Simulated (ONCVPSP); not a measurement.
# Before and after: ONCV potential for Si

```json
{
  "Element": "silicon (Si)",
  "Generator": "ONCVPSP 4.0.1",
  "Type": "optimised norm-conserving Vanderbilt (ONCV)",
  "Functional": "Wu-Cohen",
  "Relativity": "scalar-relativistic",
  "Frozen core": "[Ne]",
  "Valence charge": "4",
  "Reference configuration": "3s2 3p1.5 (charge +0.5)",
  "Partial waves": "3s: rc 1.65 bohr, ncon 4, nbas 8, qcut 4.4 1/bohr, 2 projectors, debl 1.6 Ha; 3p: rc 1.85 bohr, ncon 3, nbas 8, qcut 4.6 1/bohr, 2 projectors, debl 3.1 Ha; d scattering state at 0.16 Ha: rc 1.40 bohr, ncon 5, nbas 9, qcut 6.5 1/bohr, 2 projectors, debl 3.2 Ha",
  "Local potential": "polynomial inside 1.25 bohr (lpopt 5, dvloc0 -1 Ha)",
  "Core correction": "Teter function, fcfact 3.25, rcfact 1.65"
}
```

All-electron outer shells of the reference configuration (Wu-Cohen, scalar-relativistic, ld1.x):

```csv
shell,level (eV),outermost node (bohr),outermost maximum (bohr)
2s,-143.67,0.15,0.45
2p,-100.00,–,0.39
3s,-14.70,0.72,1.77
3p,-7.65,0.72,2.09
```

Change: s: nproj 1.

Cutoffs: the cutoffs (Ha) at which the residual kinetic energy of the hardest occupied pseudo-wave falls to 1 and 0.1 mHa per electron; they do not see the model core or the augmentation charge, which bear on the density cutoff. Errors are all-electron minus pseudo energies relative to the spin-unpolarised reference configuration.

**Question.** What does the change do?

**Answer.** The potential gets neither clearly harder nor softer (8.1 Ha and 11 Ha → 8.1 Ha and 11 Ha); the lowest positive-energy flag moves from s at 82.7 eV to s at 15.3 eV; of the 4 tests that both files solve, the error grows in 3 and shrinks in 1 by more than 15 % and 0.3 meV (median size 2.3 → 4.8 meV); the range in which the s phases agree narrows (upper end 2.9 → 0.1); neither file shows a bound ghost.

| quantity | base | changed |
| --- | --- | --- |
| cutoff, loose | 8.1 Ha | 8.1 Ha |
| cutoff, tight | 11 Ha | 11 Ha |
| bound ghosts | none | none |
| GHOST(+) flags under 300 eV | s at 82.7 eV | s at 15.3 eV |
| error for 3s2 3p2, meV [ΔE -2.91 eV] | +0.7 | +1.0 |
| error for 3s2 3p1, meV [ΔE 4.81 eV] | +0.7 | +1.5 |
| error for 3s2 3p0, meV [ΔE 20.80 eV] | +3.9 | +19 |
| error for 3s1 3p2, meV [ΔE 12.23 eV] | -10 | -8.1 |
| s: phases at 1.67 bohr within 0.05 rad from the reference energy up to (Ha; the scan ends near 5) | 2.9 | 0.1 |
| p: phases at 1.88 bohr within 0.05 rad from the reference energy up to (Ha; the scan ends near 5) | 3.9 | 3.9 |
| d: phases at 1.43 bohr within 0.05 rad from the reference energy up to (Ha; the scan ends near 5) | to the end of the scan | to the end of the scan |
| rms error of d²Exc/dni dnj with the model core, mHa | 2.68 | 2.68 |

Base: The cutoffs count occupied waves only; projector 2 of the d channel, the hardest unoccupied one, needs 34 Ha at the loose tolerance. Changed file: The cutoffs count occupied waves only; projector 2 of the d channel, the hardest unoccupied one, needs 34 Ha at the loose tolerance.
